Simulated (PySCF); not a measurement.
CrH2O4, multiplicity 1. Atoms are numbered in the order given.

```xyz
7

Cr     0.0000     0.0000     0.0482
O      0.0000     1.2478     0.9687
O      0.0000    -1.2478     0.9687
O     -1.4043     0.0000    -0.9644
H     -2.3078     0.0000    -0.6137
O      1.4043     0.0000    -0.9644
H      2.3078     0.0000    -0.6137
```
Charge 0, spin multiplicity 1.

The structure is a stationary point at B3LYP-D3(BJ)/def2-SVP. The geometry has at least one imaginary mode, so it is a saddle point at that level. The spin state was assumed, not searched. Other conformers were not sampled.

All values below come from PBE/pcSseg-1 run with PySCF.

GIAO shieldings, no solvent; atoms alike by connectivity are averaged. δ = σ(ref) − σ: ¹⁷O against H2O (σ = 334.3 ppm); ¹H against TMS (σ = 31.49 ppm), references at their B3LYP-D3(BJ)/def2-TZVP geometries, non-relativistic.

```
nucleus   atoms  count  δ (ppm)
-------  ------  -----  -------
¹⁷O      O2, O3      2   1158.7
¹⁷O      O4, O6      2    338.5
¹H       H5, H7      2     7.70
```
